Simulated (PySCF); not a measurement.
# Basis-set dependence of LiTl at PBE0

PySCF, UKS reference; singlet, unpaired electrons none; De to Li + Tl without counterpoise correction.

```tsv
basis	relativity	functions	Re (Å)	ωe (cm⁻¹)	De (eV)	μ (D)
def2-SVP	scalar-relativistic core potentials	35	3.044	254	0.87	-1.51
cc-pVDZ/cc-pVDZ-PP	scalar-relativistic core potentials	37	3.035	255	0.87	-1.19
aug-cc-pVDZ/aug-cc-pVDZ-PP	scalar-relativistic core potentials	55	3.029	255	0.87	-1.35
```

**Question.** How does each smaller set differ from the one with most functions, aug-cc-pVDZ/aug-cc-pVDZ-PP?

**Answer.** def2-SVP: +1.5 pm, -0.4 % in ωe, +0.00 eV in De; cc-pVDZ/cc-pVDZ-PP: +0.6 pm, +0.0 % in ωe, +0.00 eV in De. All at PBE0; the set with most functions is neither the basis-set limit nor always the best.

A positive dipole means Li(−)Tl(+). Closed-shell solutions of metal pairs were not tested for spin polarisation, which can lower them a little. Spin–orbit coupling is left out, which matters for elements this heavy, above all for dissociation energies.
